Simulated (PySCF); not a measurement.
**Arsenic: a sound run and one with changed settings**

Sound run: As²⁺ [Ar] 3d10 4s2 4p1, As³⁺ [Ar] 3d10 4s2. Calculation: PySCF 2.14, in x2c-TZVPall; scalar relativity by spin-free X2C-1e. In the sound run the correlated levels freeze [Ar] 3d10. The sound run starts from symmetry-adapted Hartree-Fock orbitals and uses a fine grid where one is needed.

Changed run: all electrons correlated in a basis built for the valence shell.

| species | method | sound run (hartree) | changed run (hartree) | converged |
| --- | --- | --- | --- | --- |
| As²⁺ | MP2 | -2258.04312 | -2258.30430 | yes |
| As³⁺ | MP2 | -2257.02690 | -2257.28254 | yes |

Ionisation energy of As²⁺:

```tsv
method	sound run (eV)	changed run (eV)
UHF	27.391	27.391
MP2	27.653	27.803
SCS-MP2	27.645	27.748
```

A valence basis has no tight correlating functions, so it recovers only part of the core correlation, and not evenly between atom and ion.

For comparison, NIST gives 28.349 ± 0.012 eV between the lowest levels.
